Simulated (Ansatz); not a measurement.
Relaxation of CH₆AlFO (10 atoms, charge 0, multiplicity 1), to a largest force component of 0.03 eV/Å in at most 50 steps.

Level of theory: Ansatz, UKS PBE/def2-SVP.

```xyz
10
Properties=species:S:1:pos:R:3
Al -0.179 0.279 0.475
H 0.995 0.064 1.466
C 0.025 0.947 -1.346
O -1.780 0.005 1.039
H 1.532 -1.738 1.092
F 1.262 -2.432 0.549
H -0.767 1.685 -1.588
H 1.011 1.421 -1.526
H -0.078 0.112 -2.072
H -2.022 -0.343 1.911
```

Where does it end, and by what steps?

The forces met the threshold. The force dipped under the threshold on the way, but the program's further checks kept it going. After 27 steps the energy has fallen by 1.671 eV; H5 moved furthest, 1.40 Å. Parted: Al1–H2 (1.55 → 2.41 Å), H5–F6 (0.92 → 2.37 Å). Joined: Al1–F6 (3.07 → 1.69 Å), H2–H5 (1.92 → 0.77 Å).

```
step  energy less start (eV)  largest force component (eV/Å)  accepted
   0                  0.0000                           0.935       yes
   1                 -0.1223                           0.272       yes
   2                 -0.2416                           0.336       yes
   3                 -0.3513                           0.250       yes
   4                 -0.4091                           0.466       yes
   5                 -0.4247                           0.234       yes
   6                 -0.4463                           0.278       yes
   7                 -0.5044                           0.801       yes
   8                 -0.7325                           1.729       yes
   9                 -1.0806                           4.080       yes
  10                 -1.4522                           1.681       yes
  11                 -1.5955                           0.802       yes
  12                 -1.6049                           0.455       yes
  13                 -1.6438                           0.597       yes
  14                 -1.6519                           0.196       yes
  15                 -1.6635                           0.116       yes
  16                 -1.6636                           0.159       yes
  17                 -1.6656                           0.255       yes
  18                 -1.6674                           0.066       yes
  19                 -1.6688                           0.020       yes
  20                 -1.6659                           0.301        no
  21                 -1.6694                           0.025       yes
  22                 -1.6687                           0.175        no
  23                 -1.6701                           0.037       yes
  24                 -1.6703                           0.088       yes
  25                 -1.6707                           0.045       yes
  26                 -1.6709                           0.008       yes
  27                 -1.6711                           0.019       yes
```

```xyz
10
Properties=species:S:1:pos:R:3
Al -0.355 -0.528 0.098
H 1.355 0.358 1.543
C 0.119 0.703 -1.326
O -1.674 -0.169 1.137
H 1.557 -0.375 1.406
F 0.370 -2.052 0.225
H -0.137 1.749 -1.058
H 1.201 0.656 -1.569
H -0.437 0.456 -2.256
H -1.998 -0.797 1.801
```

Whether the end is a true minimum wasn't checked by a vibrational analysis.

The run took 57 s on 2 threads of Intel(R) Xeon(R) Platinum 8488C (Sapphire Rapids), on a shared host, peak memory 0.21 GiB.
